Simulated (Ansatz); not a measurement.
Reaction (cleavage of the Zn–P bond): `[CH3][Zn][PH2]` + H₂Te → `[CH3][Zn][TeH]` + PH₃

Gas-phase electronic energies from Ansatz, PBE0-D4/def2-TZVP geometries. CBS: MP2 limit from def2 TZ/QZ plus the TZ coupled-cluster correction, frozen cores. This one scheme is used for every species. Functionals use def2-TZVPP. HSE06 is defined as in plane-wave codes. def2 core potentials past Kr. For Te, Zn outer-core shells are correlated without core-valence functions, which leaves a few kJ/mol of doubt a bond. Scalar relativity is left out up to krypton. Each species was taken in one conformer, which may not be the lowest.

`[CH3][Zn][PH2]`:

Cartesian coordinates in Å:
```
C 1.318 0.026 1.101
Zn -0.024 0.121 -0.304
P -1.561 0.262 -1.993
H 1.929 -0.874 0.993
H 0.847 -0.001 2.087
H 1.982 0.893 1.064
H -2.581 0.685 -1.094
H -1.910 -1.112 -1.854
```

H₂Te:

Z-matrix (Å, degrees):
```
Te
H 1 1.656
H 1 1.656 2 90.4
```

`[CH3][Zn][TeH]`:

```xyz
7

C     0.604    0.864   -0.915
Zn   -0.522   -0.224    0.236
Te   -1.970   -1.619    1.709
H     0.451    1.926   -0.709
H     1.657    0.627   -0.745
H     0.374    0.676   -1.966
H    -0.595   -2.251    2.390
```

PH₃:

```xyz
4

P    -0.406    0.352   -0.220
H     0.335   -0.566   -1.011
H    -0.681   -0.615    0.782
H     0.752    0.828    0.449
```

```tsv
level	ΔE (kcal/mol)	difference from CCSD(T)/CBS
r2SCAN-D4	-16.7	1.7
B97M-V	-14.4	4.0
PBE0-D4	-17.0	1.4
HSE06-D4	-17.0	1.4
revPBE	-15.7	2.7
r2SCAN	-16.7	1.7
BHLYP	-19.0	-0.6
CAM-B3LYP	-17.3	1.1
SCS-MP2/def2-QZVPP	-19.0	-0.6
MP2/CBS(def2)	-19.6	-1.2
CCSD(T)/CBS	-18.4	0
```

Largest T1 diagnostic among the species: 0.014.

From BLYP to BHLYP (50 % exact exchange), in def2-TZVPP and without D4, ΔE moves by −2.7 kcal/mol. In def2-TZVPP, CCSD(T) changes the Hartree–Fock value by +4.7 kcal/mol (the triples alone add +0.5 kcal/mol) and MP2 by +3.5 kcal/mol.
